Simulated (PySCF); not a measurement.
**MnO₃Br, singlet: computed properties**

These are results of PBE0/[Mn def2-SVP, O def2-SVP, Br def2-SVP], no relativity, density fitting, PySCF, not measurements.

The structure is a minimum.

| Property | Result |
| --- | --- |
| Point group | C3v |
| Bond lengths | Mn–Br 2.264 Å, Mn–O 1.534 Å (×3) |
| Bond angles | Br–Mn–O 107.4° (×3), O–Mn–O 111.5° (×3) |
| Lowest empty level | -5.39 eV |
| Rotational symmetry number | 3 |
| Principal polarisabilities | 42.1, 42.1, 69.0 bohr³ |
| Principal quadrupole moments (Buckingham, traceless) about the centre of mass | -1.52, -1.52, 3.04 D Å |
| Rotational constants | 0.1639, 0.05091, 0.05091 cm⁻¹ |
| Atomisation energy without zero-point energy | 1253 kJ/mol |
| Enthalpy at 298.15 K above 0 K | 16.37 kJ/mol |
| Highest occupied level | -9.22 eV |
| Zero-point energy | 31.7 kJ/mol |
| Heat capacity Cp at 298.15 K | 76.8 J/(mol K) |
| Dipole moment | 0.69 D |
| Entropy at 298.15 K and 1 bar | 315.7 J/(mol K) |

Harmonic modes (masses in u: Mn 54.938, O 15.995, Br 78.918):
| symmetry | ω (cm⁻¹) | IR (km/mol, summed over degenerate members) | type |
| --- | --- | --- | --- |
| e | 214 | 0.0 | bend |
| a1 | 269 | 2.1 | mixed |
| e | 428 | 0.3 | bend |
| a1 | 433 | 34.4 | bend |
| a1 | 1070 | 59.1 | stretch |
| e | 1121 | 231 | stretch |

In C3v the vibrations span 3e + 3a1.

Charges (e):
| atom | Mulliken | Löwdin | polar tensor | Mayer order to Mn1 |
| --- | --- | --- | --- | --- |
| Mn1 | 0.91 | 0.13 | 1.50 | – |
| O2,3,4 | -0.29 | -0.06 | -0.43 | 1.77 |
| Br5 | -0.05 | 0.06 | -0.21 | 1.06 |

Mulliken populations on Mn1: s 6.17, p 12.69, d 5.21, f 0.02.

Formally Mn is in oxidation state +7, d0. The polar-tensor charge on Mn, 1.50, is far below the formal one.

Stability towards spin polarisation was not tested. Only a few start shapes were tried, so a lower isomer may exist.

The final relaxation and frequency run took 2.1 min on 2 threads of a shared Intel Xeon Platinum 8259CL @ 2.50GHz (Skylake/Cascade Lake) host, with 105 basis functions and 13 gradients; the process peaked at 1.4 GiB.
